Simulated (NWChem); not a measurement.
Species: CH5BS; SMILES SBC

```xyz
8

B     -0.5963    -0.4747     0.0000
H     -1.8113    -0.5359     0.0000
C      0.2947    -1.7645     0.0000
H      0.0368    -2.3908    -0.8826
H      0.0368    -2.3908     0.8826
H      1.3888    -1.5913     0.0000
S      0.1809     1.1430     0.0000
H     -0.9456     1.9102     0.0000
```
Atoms are numbered in this order, from 1.

Computed with NWChem. Pople sets run with spherical d functions. Coordinates come from a PBE-D3(BJ)/def2-SVP optimisation. Static field.

Q: Among these, which level gives the lowest value of “anisotropy (bohr³)”?
A. B3LYP/6-31+G*
B. PBE/6-31+G*
C. LC-BLYP (range parameter 0.33 per bohr)/6-31+G*
D. Hartree-Fock/6-31+G*

A: D, Hartree-Fock/6-31+G*. Values: Hartree-Fock/6-31+G* 17.8; LC-BLYP (range parameter 0.33 per bohr)/6-31+G* 21.6; B3LYP/6-31+G* 22.5; PBE/6-31+G* 24.4
